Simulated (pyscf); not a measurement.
## H₃C–SiH(Cl)–Cl, singlet

Gas-phase minimum from PySCF at ωB97X-D3(BJ)/def2-SVP, one conformer. 

```
Si
H 1 1.4804
C 1 1.8546 2 113.79
H 3 1.1008 1 110.08 2 179.91
H 3 1.1014 4 108.57 1 120.95
H 3 1.1014 4 108.57 5 118.13
Cl 1 2.0600 2 107.90 3 121.51
Cl 1 2.0601 2 107.91 3 -121.50
```
Charge 0, spin multiplicity 1.

Properties at ωB97X-D3(BJ)/def2-SVP:

```yaml
harmonic_wavenumbers_unscaled: 165, 180, 187, 246, 519, 592, 689, 759, 769, 874, 908, 1291, 1434, 1436, 2311, 3073, 3181, 3186 cm⁻¹
zero_point_energy: 31.2 kcal/mol
rotational_symmetry_number: 1
Entropy of this conformer at 298 K and 1 atm, rigid rotor and harmonic oscillator, modes under 100 cm⁻¹ raised to 100: 328.6 J/(mol K)
dipole_moment: 2.13 D
```

Single-point totals, which compare only within one level (frozen core for MP2 and CC):

```
level                   total energy (hartree)
----------------------  ----------------------
ωB97X-D3(BJ)/def2-TZVP             -1250.64479
PBE/def2-TZVP                      -1249.98984
r²SCAN/def2-TZVP                   -1250.46698
B3LYP-D3(BJ)/def2-TZVP             -1250.64390
PBE0-D3(BJ)/def2-TZVP              -1250.11030
M06-2X/def2-TZVP                   -1250.50543
ωB97M-D3(BJ)/def2-TZVP             -1250.73272
HF/def2-TZVPP                      -1248.30568
MP2/def2-TZVPP                     -1248.98210
CCSD/def2-TZVPP                    -1249.03665
CCSD(T)/def2-TZVPP                 -1249.06660
```

Soft torsions are taken as harmonic, which can shift the entropy by several J/(mol K). The CCSD(T) − MP2 part came from Ansatz, without density fitting, on the same reference.
